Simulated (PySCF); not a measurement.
**Peak assignment**

Cartesian coordinates in Å; atom numbers follow the order of the lines, from 1:
```xyz
16

B    -0.351   -0.556    0.021
C     1.215   -0.591   -0.064
C     1.740   -0.951    1.337
H     1.638    0.379   -0.375
H     1.563   -1.356   -0.779
H     2.840   -0.984    1.358
H     1.424   -0.215    2.095
H     1.374   -1.937    1.667
C    -1.170    0.779    0.096
C    -1.594    1.112   -1.346
H    -0.570    1.613    0.497
H    -2.074    0.680    0.719
H    -2.187    2.039   -1.386
H    -0.723    1.256   -2.006
H    -2.209    0.311   -1.786
H    -0.953   -1.614    0.019
```

PySCF 2.14 calculation with spin–spin couplings from B3LYP/pcJ-1 (spin–dipole term only in couplings to heteroatoms), structure optimised with PBE0-D3(BJ)/def2-SVP and shielding tensors at KT2/pcSseg-1 (GIAO); single conformer, gas phase, non-relativistic, equivalent nuclei averaged.

Chemical shifts δ = σref − σ; 13C (σref 183.22) and 1H (σref 31.18) vs TMS, all at this level.

(1) Assign these signals to the numbered atoms. 13C{1H} NMR (computed): δ 23.9 (CH2), 3.9 (CH3).

(2) Assign these signals to the numbered atoms. 1H NMR (600 MHz, computed): δ 7.15 (br, 1H), 1.45 (m, 4H), 0.87 (m, 6H).

## Answers

(1) 
23.9 → C2/C9, carbon bonded to C, B, 2 H
3.9 → C3/C10, carbon bonded to C, 3 H

(2) 
```tsv
δ (ppm)	atoms	environment	reason
7.15	H16	hydrogen on a boron bonded to 2 C	–
1.45	H4/H5/H11/H12	hydrogen on a carbon bonded to C, B	–
0.87	H6/H7/H8/H13/H14/H15	hydrogen on a carbon bonded to C	–
```

Hydrogens on boron are broadened and split by 11B (spin 3/2, 80 %) and 10B (spin 3). A carbon bonded to boron is broadened by the quadrupolar boron nucleus and is often missing from a measured spectrum. Splittings below 1 Hz are ignored in the labels, and close J values are merged. Couplings among chemically equivalent protons are left out too, so labels in AA′BB′ or AA′XX′ sets are apparent multiplicities. Unscaled 3J(H,H) at this level run about 10 % above measured values. Shifts are as computed. Against solution values, carbons near 30 ppm lie about +2 ppm off and those near 130 ppm about -5 ppm. Of 1309 compounds with measured shifts, 239 miss one by over three times the rms of a fit or turn the order of signals round; such compounds aren't used in these exercises.
